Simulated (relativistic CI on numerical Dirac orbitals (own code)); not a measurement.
## One change at a time: Cd³⁸⁺

Base calculation: Dirac-Coulomb-Breit CI, orbitals from a KLI potential per configuration, model QED (radiative potential, 1s self-energy scaled to tabulated hydrogen-like ionisation energies), unscaled Slater integrals.

Configurations in the expansion (outside the closed core 1s2): 2s2.2p6, 2s2.2p5.3s, 2s2.2p5.3p, 2s2.2p5.3d, 2s.2p6.3s, 2s.2p6.3p, 2s.2p6.3d, 2s2.2p5.4s, 2s2.2p5.4p, 2s2.2p5.4d, 2s2.2p5.4f, 2s.2p6.4s, 2s.2p6.4p, 2s2.2p4.3s2, 2s.2p6.4d, 2s.2p6.4f, 2s2.2p5.5s, 2s2.2p4.3s.3p, 2s2.2p5.5p, 2s2.2p5.5d, 2s2.2p5.5f, 2s2.2p5.5g, 2s2.2p4.3p2, 2s2.2p4.3s.3d, 2s2.2p4.3p.3d, 2s.2p5.3s2, 2s2.2p4.3d2, 2s.2p5.3s.3p, 2s.2p6.5s, 2s.2p5.3p2, 2s.2p5.3s.3d, 2s.2p6.5p, 2s.2p6.5d, 2s.2p6.5f, 2s.2p6.5g, 2s.2p5.3p.3d. Levels of other configurations are missing.

The lowest level and the first level of each name with at least 55 % of one term (blank where a level has no safe partner in the second run):

| Level | Base (eV) | Shift (eV) |
| --- | --- | --- |
| 2s2.2p6 1S_0 | 0.00 | 0.00 |
| 2s2.2p5.3s 3P°_2 | 3230.77 | -0.76 |
| 2s2.2p5.3s 1P°_1 | 3235.51 | -0.77 |
| 2s2.2p5.3p 3D_3 | 3360.42 | +0.17 |
| 2s2.2p5.3p 1P_1 | 3360.44 | +0.17 |
| 2s2.2p5.3p 3P_2 | 3367.51 | +0.17 |
| 2s2.2p5.3s 3P°_0 | 3428.61 | -1.12 |
| 2s2.2p5.3s 3P°_1 | 3430.64 | -1.12 |
| 2s2.2p5.3d 3P°_0 | 3453.22 | +0.28 |
| 2s2.2p5.3d 3P°_1 | 3457.67 | +0.28 |
| 2s2.2p5.3d 3F°_3 | 3461.49 | +0.28 |
| 2s2.2p5.3d 3D°_2 | 3464.68 | +0.28 |
| 2s2.2p5.3d 3F°_4 | 3469.69 | +0.25 |
| 2s2.2p5.3d 1D°_2 | 3473.37 | +0.25 |

At this charge energies of transitions that change n are usually good to better than 1 %, and those within a shell (Δn = 0) to a few per cent.

One thing was changed in a second run, which moved the levels as shown. Which?
A. Breit term removed
B. QED terms removed
C. configuration mixing switched off

B. QED terms removed. QED shifts follow the density of s (and p1/2) electrons at the nucleus, so configurations move by their count of such electrons; where none moves, the smaller shifts of p3/2 electrons and of j = l + 1/2 against j = l − 1/2 set the pattern.

LS names give the leading component of a level, which can be under half, so a name can repeat, a term be missing and a line seem to break the LS rules.
